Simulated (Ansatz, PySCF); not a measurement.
Molecule: CH$_{2}$N, net charge 0, doublet state. It need not be the lowest isomer of its formula. 
Geometry from a B3LYP-D3(BJ)/def2-TZVP (Ansatz, a program for electronic structure) optimisation:
SMILES: N=[CH]
```xyz
4

C     -0.6279     0.1446     0.0221
N      0.4930    -0.3265    -0.0316
H     -1.0237     1.1662     0.0980
H      1.3407     0.2518    -0.0099
```
Charge 0, spin multiplicity 2.

Total electronic energies in hartree. Valence correlation only, unless marked. UHF or UKS for open shells. No spin-orbit coupling. Non-relativistic. CBS marks a two-point X^-3 extrapolation of the correlation energy; Hartree-Fock from the larger set. The bracket is a focal-point correction in the basis named.

```json
[
 {"level": "HF/def2-TZVPD", "program": "PySCF", "energy (Eh)": "-93.43451"},
 {"level": "BLYP-D4/def2-TZVPD", "program": "Ansatz + dftd4", "energy (Eh)": "-93.97815"},
 {"level": "PBE0/def2-TZVPD", "program": "Ansatz", "energy (Eh)": "-93.88456"},
 {"level": "r2SCANh-D4/def2-TZVPD", "program": "Ansatz + dftd4", "energy (Eh)": "-93.93816"},
 {"level": "r2SCANh/def2-TZVPD", "program": "Ansatz", "energy (Eh)": "-93.93793"},
 {"level": "LC-wPBE/def2-TZVPD", "program": "Ansatz", "energy (Eh)": "?"},
 {"level": "RI-MP2/cc-pVQZ", "program": "Ansatz", "energy (Eh)": "-93.79391"},
 {"level": "SCS-MP2/def2-SVPD", "program": "Ansatz", "energy (Eh)": "-93.60672"},
 {"level": "CCSD/def2-TZVPP", "program": "Ansatz", "energy (Eh)": "-93.78780"},
 {"level": "CCSD/def2-TZVPPD", "program": "Ansatz", "energy (Eh)": "-93.78966"},
 {"level": "CCSDT(Q)/cc-pVDZ", "program": "Ansatz", "energy (Eh)": "-93.70994"},
 {"level": "RI-MP2/CBS(def2-TZVPP,def2-QZVPP)+[CCSD(T)-MP2]/def2-SVP", "program": "Ansatz", "energy (Eh)": "-93.8477"},
 {"level": "RI-MP2/CBS(def2-TZVPP,def2-QZVPP)+[CCSD(T)-MP2]/def2-TZVPP", "program": "Ansatz", "energy (Eh)": "-93.8487"},
 {"level": "RI-MP2/CBS(def2-TZVPP,def2-QZVPP)+[CCSD(T)-MP2]/def2-QZVPP", "program": "Ansatz", "energy (Eh)": "-93.8463"},
 {"level": "CCSD(T)/CBS(def2-TZVPPD,def2-QZVPPD)", "program": "Ansatz", "energy (Eh)": "-93.8443"}
]
```

**Question.** What belongs in the gaps?

**Answer.** 
- LC-wPBE/def2-TZVPD, energy (Eh): -93.93100
